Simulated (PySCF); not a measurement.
A structure optimised at PBE-D3(BJ)/def2-SVP, used in a PySCF frequency run:

```xyz
12

B      0.2354    -0.3008     0.2202
C      1.6264    -0.7891    -0.3398
H      1.7492    -1.8834    -0.1865
H      2.4270    -0.3215     0.2790
H      1.8398    -0.5507    -1.3999
C     -0.2729    -0.7877     1.6314
H     -0.7583    -1.7775     1.4585
H     -1.0370    -0.1455     2.1123
H      0.5514    -0.9793     2.3504
P     -0.7524     1.0303    -0.7298
H     -2.1026     0.6396    -0.4458
H     -0.6817     0.5295    -2.0713
```
Charge 0, spin multiplicity 1.

**Question.** Write its SMILES and formula.

**Answer.** CB(C)P, C2H8BP

**Question.** What are its rotational constants (standard atomic weights)?

**Answer.** 7.1597, 3.8735, 2.6350 GHz
